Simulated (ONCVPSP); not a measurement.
**Potentials for oxygen compared**

Generated with ld1.x 7.5 (TM, RRKJ, ultrasoft, PAW), atompaw 4.2 or ONCVPSP 4.0.1. The cutoff is in Ry: for ld1.x and atompaw files where the sum of valence levels is converged to 10 mRy in a Bessel basis, for ONCV files where the hardest occupied wave has 1 mHa per electron of residual kinetic energy. The error is the largest all-electron minus pseudo excitation energy over each file’s own four to seven test configurations (ionisations up to +4, promotions, holes and added fractions of an electron), all of which were solved. The labels leave out finer settings (local radius, basis sizes, second energies), which also bear on the numbers. Spin-polarised tests are not counted. The rows are a selection from randomly drawn settings: files with unsolved tests, undetermined cutoffs or missed reference levels are left out.

| potential | cutoff (Ry) | largest error (meV) | bound ghosts |
| --- | --- | --- | --- |
| ONCV, PBE, scalar-relativistic, rc 0.95/1.90 (sp), local smoothed, core correction yes, reference 2s2 2p2, qcut 5.9/6.5, projectors 2/1 | 229 | +3755 | none |
| ONCV, LDA (Perdew-Zunger), fully relativistic, rc 0.65/1.30/1.05 (spd), local smoothed, core correction yes, reference 2s1 2p5, qcut 11.7/9.3/10.7, projectors 2/2/1 | 87 | +1981 | none |

Task: Fill in the row for O: ONCV, PBEsol, scalar-relativistic, rc 0.80/1.85/1.70 (spd), local smoothed, core correction no, reference 2s2 2p4, qcut 8.4/8.6/6.5, projectors 2/2/1.

Result: cutoff 84 Ry, largest error +1581 meV, bound ghosts: none.

Task: Fill in the row for O: ONCV, PBE, scalar-relativistic, rc 0.85/1.55/1.25 (spd), local smoothed, core correction yes, reference 2s2 2p2, qcut 8.2/11.1/7.4, projectors 2/2/2.

Result: cutoff 116 Ry, largest error +167 meV, bound ghosts: none.

Task: Fill in the row for O: ONCV, PBE, non-relativistic, rc 1.00/1.70/1.60 (spd), local smoothed, core correction no, reference 2s2 2p3.5, qcut 5/8.9/6.1, projectors 2/3/2.

Result: cutoff 236 Ry, largest error +263 meV, bound ghosts: none.
